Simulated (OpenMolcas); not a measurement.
**Sr: effect of the active space**

```
Program             : OpenMolcas 26.06
Method              : CASSCF
Basis               : ANO-RCC-VQZP
Scalar Hamiltonian  : DKH2, point nucleus
Spin-orbit coupling : state interaction with AMFI integrals over the reference wave functions, term energies averaged over their components
```

A. 2 electrons in 4 orbitals (5s 5p); 2S+1 = 3 even, 3 roots; 2S+1 = 1 even, 6 roots; 2S+1 = 3 odd, 3 roots; 2S+1 = 1 odd, 3 roots; cost roughly 13 core-seconds
B. 2 electrons in 8 orbitals (5s 5p 6s 6p); 2S+1 = 3 even, 3 roots; 2S+1 = 1 even, 7 roots; 2S+1 = 3 odd, 3 roots; 2S+1 = 1 odd, 3 roots; cost roughly 19 core-seconds
C. 2 electrons in 9 orbitals (4d 5s 5p); 2S+1 = 3 even, 18 roots (15 in the spin-orbit step); 2S+1 = 1 even, 12 roots; 2S+1 = 3 odd, 18 roots; 2S+1 = 1 odd, 15 roots; cost of the order of 29 core-seconds

Energies in cm⁻¹ above 5s² ¹S₀, the measured ground level; measured values from NIST Handbook of Basic Atomic Spectroscopic Data.

```tsv
Level	A	B	C	Measured
5s² ¹S₀	0.0	0.0	0.0	0.0
5s 5p ³P°₀	12241	13261	13153	14318
5s 5p ³P°₁	12375	13395	13247	14504
5s 5p ³P°₂	12646	13664	13440	14899
5s 5p ¹P°₁	25500	26628	22226	21698
```

Deviations, from unrounded energies. A percentage is the sum of absolute deviations over the sum of measured energies, with the sign that they share, or ± where signs differ.

| Against measurement | Levels | A | B | C |
| --- | --- | --- | --- | --- |
| mean absolute deviation (cm-1) | 4 | 2600 | 2100 | 1100 |
| other configurations (%) | 4 | ±15.7 | ±12.7 | ±6.7 |

C lies closest to measurement on these levels and A furthest from it. The largest miss of C in the table is 5s 5p ³P°₂, by -1500 cm-1. The ranking rests on the paired levels alone, and a cruder setting can come out closer through cancelling errors.

Among A to C the level of the table that moves most is 5s 5p ¹P°₁, by 4400 cm-1 (lowest in C, highest in B).

Without dynamic correlation excited terms often stand tens of per cent too high (terms of higher spin than the ground term too low), and those without a measured partner can miss by more than the paired ones. The run also gave levels led by 5s 6s, which use shells meant for correlation; these and all levels above them are left out (holds for B). Some high roots are left out of the spin-orbit mixing, which shifts the levels that they would mix with (holds for C). Measured partners are found by configuration, term and J. A level has none where our copy of the source lacks it or the pairing is in doubt (some pairs that miss far off the trend of their configuration count as doubtful), and it then counts in no deviation. Levels of configurations outside the active space are missing. The table leaves out levels that lie high or whose names do not pair safely across all columns.

° marks odd parity.
